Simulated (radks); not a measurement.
The table gives one normalised radial function P(r) = r R(r) (large component) of K4+ in [Ne] 3s1 3p3 3d1 (r in bohr). All-electron calculation, Dirac Kohn-Sham, BP86, spin-unpolarised, spherical densities, finite nucleus; open shells are shared between the two j in proportion to 2j + 1; Fermi nuclear charge, rms radius 3.4349 fm. Program: a radial shooting solver on a logarithmic mesh with Libxc functionals.

| r | P |
|---|---|
| 0.002982 | 0.0009 |
| 0.00424 | 0.0017 |
| 0.006078 | 0.0033 |
| 0.008711 | 0.0063 |
| 0.01239 | 0.0120 |
| 0.01775 | 0.0229 |
| 0.02545 | 0.0431 |
| 0.03618 | 0.0779 |
| 0.05186 | 0.1371 |
| 0.07375 | 0.2249 |
| 0.1057 | 0.3426 |
| 0.1515 | 0.4597 |
| 0.2154 | 0.5046 |
| 0.3088 | 0.3752 |
| 0.4426 | 0.0011 |
| 0.6293 | -0.5170 |
| 0.902 | -0.9255 |
| 1.283 | -0.9222 |
| 1.838 | -0.5445 |
| 2.635 | -0.1703 |
| 3.747 | -0.0244 |

Which n and l does it have? It may be an empty orbital.

Answer. n = 3, l = 1: the number of nodes gives n - l - 1 = 1, the rise at small r points to l (for j = l - 1/2 the large component starts outside the nucleus as r^gamma with gamma = sqrt(l^2 - (Z/c)^2) = 0.99 and the r^(l+1) term takes over further out; the orbital of l - 1 with the same j starts with the same power, but with a larger coefficient, and does not steepen), and the extent must fit the shell. The curve is that of 3p1/2; the two j differ most near the nucleus, where j = l - 1/2 has the larger amplitude, and in heavy atoms j = l - 1/2 is also the more compact. 3p1/2: eigenvalue -72.954 eV, 1 radial node at r = 0.443 bohr, <r> = 1.23 bohr, 90 % of the charge inside 1.85 bohr.
